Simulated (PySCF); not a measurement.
Pb(Cl)2 cation (Cl₂Pb), SMILES [Cl][Pb][Cl] (connectivity only; charge and spin as stated), charge +1, multiplicity 2.

Coordinates come from a r2SCAN-D4/def2-TZVP optimisation. The spin state was assumed, not searched. The isomer is the one that the SMILES or the coordinates give; other isomers of the formula were not compared. The def2 effective core potentials stand for the cores of Pb; spin–orbit coupling is left out.

These are PySCF with TDA-LC-ωPBE/def2-SVPD values and carry that method's errors.

Vertical excitations. The molecule is in vacuum.

Computed lowest excited states:
```
state    energy (eV)  λ (nm)      f                                                        main pairs
-------  -----------  ------  -----  ----------------------------------------------------------------
root 1          1.48     839  0.000                                                  β HOMO→LUMO 99 %
root 2          2.40     518  0.020                                                β HOMO−1→LUMO 88 %
root 3          2.58     481  0.000                                                β HOMO−3→LUMO 99 %
root 4          2.58     480  0.000                                                β HOMO−4→LUMO 99 %
root 5          3.46     359  0.113                                                β HOMO−2→LUMO 82 %
root 6          4.70     264  0.000    α HOMO−2→LUMO 39 %, β HOMO−1→LUMO+1 30 %, β HOMO−2→LUMO+1 25 %
root 7          5.27     235  0.000                                                  α HOMO→LUMO 98 %
root 8          5.30     234  0.002                            α HOMO−1→LUMO 24 %, β HOMO→LUMO+1 72 %
root 9          5.57     223  0.017                          α HOMO−2→LUMO 35 %, β HOMO−1→LUMO+1 62 %
root 10         5.68     218  0.000  α HOMO−2→LUMO+1 33 %, β HOMO−1→LUMO+2 34 %, β HOMO−2→LUMO+2 19 %
```
Unrestricted roots are not spin-pure.
